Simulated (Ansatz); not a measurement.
Single points on TaO₂⁻.

```yaml
crystal:
  periodic: [false, false, false]
  atoms:
    - {symbol: Ta, position_ang: [-1.072503, -0.911040, -0.847161]}
    - {symbol: O, position_ang: [0.097906, 0.082939, 0.076697]}
    - {symbol: O, position_ang: [0.974598, 0.828102, 0.770464]}
basis:
  gaussian: {orbitals: def2-TZVPD, initial_orbitals: start.molden}
total_charge: -1
hamiltonian: {xc: pbe0, dispersion: d4}
scf: {omitted_lower_state_checks: [starts]}
output: {orbitals: {seedname: orbitals}}
```

The file start.molden holds the orbitals of an earlier run on this structure, at another level or in another basis.

```sh
$ ansatz run in.yaml --threads 2 --pin off --events-out ev --progress --plain --max-ram 4352MiB
```

It prints (some lines left out):

```
Functional definition: PBE0
803 factors; their error is unknown
mean field evaluation 1: about -5637.5137 eV, gradient 8.5e0 eV
mean field evaluation 2: about -5637.6604 eV, gradient 4.2e-1 eV
mean field evaluation 4: about -5637.6848 eV, gradient 1.7e-1 eV
mean field evaluation 8: about -5637.6849 eV, gradient 1.6e-3 eV
mean field evaluation 16: about -5637.6849 eV, gradient 4.8e-6 eV
mean field -5637.68487377 eV, -207.1810977510 hartree, gradient 4.8e-6 eV, S^2 0.000000; 0 other end points of the search recorded, 0 dependent functions left out
reference -5637.68489862 eV, -207.1810986642 hartree; 15, 15 occupied and 108, 108 virtual orbitals, 803 factors
Total energy: -5637.74726368 eV, -207.1833905377 hartree
Checks for a lower state left out: starts
```

It took 7.5 s on 2 threads of Arm Neoverse V2 on a shared host.

As the first input, with `hamiltonian: {xc: pbe, dispersion: d4}`, `output: {forces: true, orbitals: {seedname: orbitals}}` (abridged; 6.5 s):

```
Functional definition: PBE
mean field evaluation 16: about -5639.7155 eV, gradient 5.6e-6 eV
mean field -5639.71552912 eV, -207.2557229585 hartree, gradient 1.4e-10 eV, S^2 0.000000
Total energy: -5639.78989364 eV, -207.2584558043 hartree
Atom 0 force    -0.000769    -0.000939    -0.001409 eV/Å
Atom 1 force    -0.000931    -0.000124     0.001134 eV/Å
Atom 2 force     0.001700     0.001063     0.000275 eV/Å
Dipole moment:    -0.511732    -0.434736    -0.404338 e Å
Checks for a lower state left out: starts
```

As the first input, with `gaussian: {orbitals: "def2-TZVPPD.json", initial_orbitals: start.molden}`, `correlation: {method: ccsd_t}` and without the key `hamiltonian` (abridged; 13 s):

```
Functional definition: HF
mean field evaluation 16: about -5587.5488 eV, gradient 2.0e1 eV
mean field evaluation 32: about -5596.7194 eV, gradient 1.5e1 eV
mean field evaluation 64: about -5602.2250 eV, gradient 8.1e-4 eV
mean field evaluation 96: about -5600.2251 eV, gradient 6.3e-2 eV
mean field evaluation 128: about -5600.4782 eV, gradient 1.5e0 eV
mean field -5605.00387045 eV, -205.9800930308 hartree, gradient 3.5e-6 eV, S^2 0.000000; 1 other end points of the search recorded, 0 dependent functions left out; unrestricted orbitals would lower it
determinant -5605.00387045 eV, -205.9800930308 hartree, with singles and doubles -5627.98579377 eV, -206.8246631351 hartree
determinant -5602.22496367 eV, -205.8779700904 hartree, with singles and doubles -5625.69130076 eV, -206.7403420725 hartree
2 core orbitals not correlated: weight in the atoms' cores, before any rotation towards them, 1.000 or more for the frozen orbitals, at most 0.000 for the correlated occupied ones
second order -23.12510019 eV of doubles, -0.00000000 eV of singles
cycle   1  -22.88030524 eV  change    -1.2e0 eV  update   3.5e-2
cycle   2  -22.93372138 eV  change   -5.3e-2 eV  update   1.2e-2
cycle   3  -22.92893639 eV  change    4.8e-3 eV  update   9.1e-3
cycle   4  -22.93702858 eV  change   -8.1e-3 eV  update   3.9e-3
cycle   5  -22.93758913 eV  change   -5.6e-4 eV  update   3.8e-3
cycle   6  -22.94017933 eV  change   -2.6e-3 eV  update   1.5e-3
cycle   7  -22.94136174 eV  change   -1.2e-3 eV  update   9.3e-4
cycle   8  -22.94108581 eV  change    2.8e-4 eV  update   4.2e-4
cycle   9  -22.94123037 eV  change   -1.4e-4 eV  update   2.5e-4
cycle  10  -22.94119719 eV  change    3.3e-5 eV  update   1.7e-4
cycle  11  -22.94096217 eV  change    2.4e-4 eV  update   1.2e-4
cycle  12  -22.94104347 eV  change   -8.1e-5 eV  update   7.5e-5
cycle  13  -22.94108376 eV  change   -4.0e-5 eV  update   3.7e-5
cycle  14  -22.94108297 eV  change    7.8e-7 eV  update   1.7e-5
perturbative correction -1.36748325 eV, -0.0502540826 hartree
Total energy: -5629.31243667 eV, -206.8734163626 hartree
Checks for a lower state left out: starts
```

As the first input, with `hamiltonian: {xc: {name: B2PLYP}}` and without the key `output` (abridged; 21 s):

```
Functional definition: B2PLYP
mean field evaluation 16: about -5629.1439 eV, gradient 4.9e-1 eV
mean field evaluation 32: about -5629.1444 eV, gradient 3.5e-2 eV
mean field -5629.14436102 eV, -206.8672396964 hartree, gradient 1.8e-10 eV, S^2 0.000000; 1 other end points of the search recorded, 0 dependent functions left out; unrestricted orbitals would lower it
2 core orbitals not correlated: weight in the atoms' cores, before any rotation towards them, 1.000 or more for the frozen orbitals, at most 0.000 for the correlated occupied ones
second order -27.51337335 eV of doubles, -0.00000000 eV of singles
Total energy: -5636.57308989 eV, -207.1402404468 hartree
Checks for a lower state left out: starts
```

As the first input, with `hamiltonian: {xc: r2scan, dispersion: d4}` (abridged; 19 s):

```
Functional definition: r2SCAN
mean field evaluation 16: about -5641.2305 eV, gradient 5.2e-6 eV
mean field evaluation 32: about -5641.2308 eV, gradient 1.3e-1 eV
mean field -5641.23049177 eV, -207.3113968092 hartree, gradient 3.7e-6 eV, S^2 0.000000; 1 other end points of the search recorded, 0 dependent functions left out
Total energy: -5641.24525829 eV, -207.3119394687 hartree
Checks for a lower state left out: starts
```

As the first input, with `hamiltonian: {xc: {name: revPBE}, dispersion: d4}` (abridged; 4.9 s):

```
Functional definition: revPBE
mean field evaluation 16: about -5643.4135 eV, gradient 5.7e-6 eV
mean field -5643.41353775 eV, -207.3916222691 hartree, gradient 5.7e-6 eV, S^2 0.000000
Total energy: -5643.61230505 eV, -207.3989268328 hartree
Checks for a lower state left out: starts
```

Geometry: PBE-D4/def2-TZVPD.

In the def2 sets Ta takes a core potential; there is no spin–orbit coupling. Correlated methods freeze 2 core orbitals; core or outer-core shells of Ta are correlated, in sets that lack core-valence functions. The structure holds one bond between oxygen atoms, so isomers without such links may lie far lower. The restricted singlet is unstable towards broken spin symmetry at other levels; at PBE0-D4/def2-TZVPD, PBE-D4/def2-TZVPD, r2SCAN-D4/def2-TZVPD, revPBE-D4/def2-TZVPD this wasn't settled. At PBE0-D4/def2-TZVPD, PBE-D4/def2-TZVPD, r2SCAN-D4/def2-TZVPD, revPBE-D4/def2-TZVPD the highest occupied level of the charge -1 singlet lies above zero (up to 1.91 eV). The electron is either unbound and held by the finite basis, or the level is raised by self-interaction error. At PBE-D4/def2-TZVPD an occupied level lies above an empty one. At CCSD(T)/def2-TZVPPD, B2PLYP/def2-TZVPD the restricted singlet (for correlated methods, its reference) is unstable: a solution with broken spin symmetry lies lower. Another isomer (singlet) lies 7.97 eV lower at PBE0-D4/def2-TZVPD; other spin states weren't run for this one.
